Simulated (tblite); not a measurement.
Species: C₅H₁₅PSi₂.
Structure used (GFN2-xTB), in Å, numbered top down from 1:
```
atom  x, y, z in Å
C1    -3.015   -0.924    0.555
C2    -1.872   -0.579   -0.393
C3    -0.844    0.323    0.289
C4     0.261    0.843   -0.632
C5     1.099   -0.286   -1.235
Si6    2.148   -1.159    0.109
P7     2.504    0.451    1.636
Si8    1.430    1.973    0.392
H9    -3.738   -1.572    0.065
H10   -3.528   -0.021    0.880
H11   -2.635   -1.436    1.436
H12   -2.269   -0.071   -1.275
H13   -1.397   -1.504   -0.723
H14   -1.373    1.180    0.715
H15   -0.387   -0.224    1.121
H16   -0.211    1.409   -1.443
H17    1.774    0.142   -1.981
H18    0.469   -0.997   -1.769
H19    1.422   -2.255    0.759
H20    3.394   -1.679   -0.461
H21    3.775    0.781    1.216
H22    2.307    2.741   -0.500
H23    0.681    2.891    1.250
```

Calculated harmonic vibrations of the isolated species, GFN2-xTB (tblite), most abundant isotopes, no scaling. Against measured fundamentals such values can be off by several per cent, at times by over 20. Modes of hydrogen on phosphorus and silicon can be 10 to 20 % off. One conformer, not necessarily the lowest.

Harmonic wavenumbers (cm⁻¹): 45.2, 60.1, 73.0, 150.9, 173.3, 229.2, 238.5, 285.4, 332.0, 379.5, 429.6, 444.7, 462.7, 473.6, 498.5, 533.6, 538.6, 613.1, 630.7, 657.6, 702.4, 717.9, 731.6, 777.6, 783.2, 787.0, 807.4, 893.7, 926.6, 989.7, 1056.8, 1082.3, 1105.8, 1116.5, 1146.6, 1195.2, 1228.5, 1266.7, 1288.4, 1303.8, 1325.1, 1373.9, 1416.4, 1484.9, 1486.5, 1496.4, 1504.8, 1507.1, 2212.5, 2222.0, 2225.0, 2250.6, 2347.0, 2912.3, 2930.1, 2948.6, 2957.2, 2963.8, 2983.0, 2990.8, 3028.4, 3030.9, 3036.4.

A = 1679, B = 742.8, C = 659.4 MHz; mass 162.045 u (most abundant isotopes); point group C1, symmetry number 1.

Q: What is the zero-point energy?

A: ½Σν̃ = 39896 cm⁻¹ = 114.07 kcal/mol.

Q: Give the ideal-gas entropy at 273.15 K and 1 bar in the rigid-rotor, harmonic-oscillator model (classical rotation).

A: Translation 40.75, rotation 30.09, vibration 31.64: S = 102.5 cal/(mol K).

Q: And Cp and H(273.15 K) − H(0)?

A: Cp = 44.03 cal/(mol K), of which vibrations give 36.08 (their classical limit is 63 R = 125.2); H(273.15 K) − H(0) = 6.87 kcal/mol without the zero-point energy, 4.70 from vibrations.

Q: What must be added to the electronic energy to get the Gibbs energy at 273.15 K and 1 bar?

A: ZPE + [H(273.15 K) − H(0)] − T·S = 114.07 + 6.87 − 27.99 = 92.95 kcal/mol.

Q: How do the functions run with temperature in this model?

A: 
| T (K) | S (cal/(mol K)) | Cp (cal/(mol K)) | H − H(0) (kcal/mol) | G − H(0) (kcal/mol) | ln q(vib) |
| --- | --- | --- | --- | --- | --- |
| 150 | 81.8 | 26.6 | 2.51 | -9.76 | 3.48 |
| 250 | 98.7 | 40.8 | 5.89 | -18.79 | 6.54 |
| 298.15 | 106.5 | 47.4 | 8.01 | -23.73 | 8.06 |
| 400 | 122.2 | 59.9 | 13.49 | -35.39 | 11.35 |
| 600 | 150.2 | 78.4 | 27.44 | -62.69 | 17.79 |
| 900 | 185.7 | 96.5 | 53.90 | -113.26 | 26.91 |

q(vib) and H(0) count from the zero-point level.

Q: Blend soft modes into free rotors: weight 1/[1 + (100 cm⁻¹/ν̃)⁴] for the oscillator and the rest for a rotor with moment μB/(μ + B), μ = h/(8π²ν), B = 10⁻⁴⁴ kg m². What vibrational entropy results?

A: 28.89 cal/(mol K) in place of 31.64, which changes −T·S at 273.15 K by +0.75 kcal/mol.

Hindered rotation and anharmonicity are outside this model. Other conformers, if any are populated, would add a mixing term that is left out. The structure is chiral; the term R ln 2 for an equal mix with its mirror image is left out.
